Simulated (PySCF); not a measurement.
## Relaxation of quintet CoO₂Br

All numbers come from UPBE0/[Co def2-TZVP, O def2-TZVP, Br def2-TZVP], no relativity, density fitting, PySCF. A (50,194) grid was used.

A hand-made T-shaped (ligand arrangement 1) start, of C2v symmetry, held to at least that symmetry:

```xyz
4
charge 0 multiplicity 5, angstrom
Co    0.0000    0.0000   -1.0560
O     1.5990    0.0000   -1.0002
O    -1.5990    0.0000   -1.0002
Br    0.0000    0.0000    1.1940
```

Question: What forces act on the atoms at the start (eV/Å)?

Answer: 
```json
{"atom": "Co1", "Fx": "0.00", "Fy": "0.00", "Fz": "0.48"}
{"atom": "O2", "Fx": "3.91", "Fy": "0.00", "Fz": "-0.54"}
{"atom": "O3", "Fx": "-3.91", "Fy": "0.00", "Fz": "-0.54"}
{"atom": "Br4", "Fx": "0.00", "Fy": "0.00", "Fz": "0.61"}
```

Question: What does it relax to?

Answer: It ends at C2v with Co–Br 2.265 Å, Co–O 1.687 Å (×2); Br–Co–O 96.6° (×2), O–Co–O 166.7° (after a last refinement on a finer grid). A frequency run shows 1 imaginary mode, down to 388i cm⁻¹, so it is a saddle point. Other isomers or separated fragments may lie lower.

Question: How much energy is released, and in how many steps?

Answer: 45.4 kJ/mol in 8 steps.

Open d and f shells are described by one determinant, and the ground state may have another occupation or spin. At this level a triplet minimum of C2v symmetry lies 78 kJ/mol below this structure.
